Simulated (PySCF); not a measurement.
## Relaxation of triplet [PtH3]+

Method: UPBE0/[Pt def2-TZVP with ECP60, H def2-TZVP], scalar-relativistic core potentials, density fitting, no spin–orbit coupling, PySCF. A (50,194) grid was used.

A start displaced from a saddle point along its imaginary mode, of Cs symmetry, held to at least that symmetry:

```xyz
4
charge 1 multiplicity 3, angstrom
Pt   -0.0047    0.0000   -0.0015
H     1.5134    0.0000    0.0465
H    -0.2986    1.6248    0.1200
H    -0.2987   -1.6248    0.1200
```

(1) What does it relax to?

(2) How much energy is released, and in how many steps?

Results:

(1) It ends at C2v with Pt–H 1.521 Å, Pt–H 1.628 Å (×2); H–Pt–H 71.2° (×2), H–Pt–H 142.5°. A frequency run shows a minimum. Other isomers or separated fragments may lie lower.

(2) 29.4 kJ/mol in 11 steps.

Open d and f shells are described by one determinant, and the ground state may have another occupation or spin. At this level a singlet minimum of C3v symmetry lies 263 kJ/mol below this structure. Spin–orbit coupling, left out here, can matter for elements this heavy.

The relaxation took about 110 core-seconds on a shared host.
